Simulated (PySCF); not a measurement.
**Core binding energy against partial charge**

Species: C3H14OSi3.
Structure used (PBE0-D3(BJ)/def2-SVP), in Å, numbered top down from 1:
```xyz
21
C3H14OSi3 angstrom
C     -1.763   -1.685   -0.415
C     -1.678   -0.205   -0.086
C     -2.226    0.123    1.288
O     -0.325    0.223   -0.122
Si     0.514    0.709   -1.484
Si     2.597    1.274   -0.574
Si     2.646    0.134    1.476
H     -2.806   -2.036   -0.390
H     -1.181   -2.267    0.317
H     -1.358   -1.894   -1.417
H     -2.258    0.361   -0.843
H     -3.287   -0.156    1.366
H     -2.129    1.199    1.491
H     -1.661   -0.424    2.059
H     -0.205    1.835   -2.164
H      0.641   -0.402   -2.485
H      2.721    2.750   -0.355
H      3.718    0.838   -1.467
H      3.987    0.261    2.130
H      2.367   -1.317    1.247
H      1.611    0.701    2.391
```

Binding energies: delta-SCF UKS SCAN, pcX-2 on the ionised atom, pcseg-1 elsewhere, spin-free X2C in PySCF 2.14.0. Charges: PBE0/pcSseg-1 ground-state density, for the ionised atom.

```json
{"atom": "Si6", "environment": "SiH2 silicon", "Si 1s (eV)": "1845.71", "Mulliken (e)": "-0.080", "IAO (e)": "+0.121", "Hirshfeld (e)": "+0.144", "ESP (e)": "+0.115"}
{"atom": "Si7", "environment": "SiH3 silicon", "Si 1s (eV)": "1845.97", "Mulliken (e)": "+0.226", "IAO (e)": "+0.299", "Hirshfeld (e)": "+0.208", "ESP (e)": "+0.179"}
{"atom": "Si5", "environment": "oxygen-bound silicon", "Si 1s (eV)": "1846.62", "Mulliken (e)": "+0.617", "IAO (e)": "+0.699", "Hirshfeld (e)": "+0.302", "ESP (e)": "+0.381"}
```

Question: Give the correlation coefficient and slope of binding energy on charge for each scheme.

Answer: IAO: r = 1.00, slope 1.6 eV per e; ESP: r = 1.00, slope 3.4 eV per e; Hirshfeld: r = 0.99, slope 5.8 eV per e; Mulliken: r = 0.99, slope 1.3 eV per e. On 3 points no scheme stands out.

Question: The point-charge model writes a binding energy as kq + V + constant, with V the potential of the other atoms' charges at the site. What does it give with the ESP charges?

Answer: V = Σ 14.40 eV Å × q/r over all other atoms: -0.60 eV at Si6, -1.77 eV at Si7, -3.91 eV at Si5. Fitting binding energy − V to q gives k = 15.4 eV per e and leaves an rms residual of 0.19 eV, against 0.02 eV for the fit on q alone. The model has no term for differences in relaxation between sites.

Geometry: PBE0-D3(BJ)/def2-SVP, one conformer, isolated molecule.
